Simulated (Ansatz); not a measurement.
Program: Ansatz 0.2.0.

BCl3H4OSi (`[SiH3][OH+][B-](Cl)(Cl)Cl`) at its PBE0-D4/def2-TZVP geometry, where that method's forces vanish. The species carries charge 0 and has multiplicity 1.

```tsv
atom	x (Å)	y (Å)	z (Å)
Si1	0.883	-0.809	0.891
O2	-0.405	-0.471	-0.217
B3	-0.641	0.955	-0.880
Cl4	-1.725	1.864	0.263
Cl5	-1.398	0.626	-2.487
Cl6	1.057	1.625	-0.955
H7	0.364	-2.042	1.529
H8	0.996	0.293	1.860
H9	2.102	-1.083	0.116
H10	-1.232	-0.959	-0.118
```

Q: For each bond, give half the difference of the two atoms' forces along it (eV/Å; positive pushes the atoms apart) under PBE-D4, r2SCAN-D4, B3LYP-D4, ωB97M-V in def2-TZVPP. (Best estimate.)

A: The calculation gave: 
```tsv
bond	length (Å)	PBE-D4	r2SCAN-D4	B3LYP-D4	ωB97M-V
Si1–O2	1.732	0.11	-0.01	0.12	0.16
Si1–H7	1.483	0.08	-0.04	-0.11	-0.13
Si1–H8	1.471	0.03	-0.02	-0.08	-0.13
Si1–H9	1.470	0.04	-0.03	-0.09	-0.14
O2–B3	1.590	0.08	0.13	0.07	0.09
O2–H10	0.966	0.27	0.00	-0.04	-0.09
B3–Cl4	1.818	0.10	0.06	0.13	0.05
B3–Cl5	1.807	0.11	0.05	0.11	0.04
B3–Cl6	1.827	0.14	0.07	0.14	0.04
```

B3LYP here is the variant with VWN-RPA as its local correlation; programs differ in this.
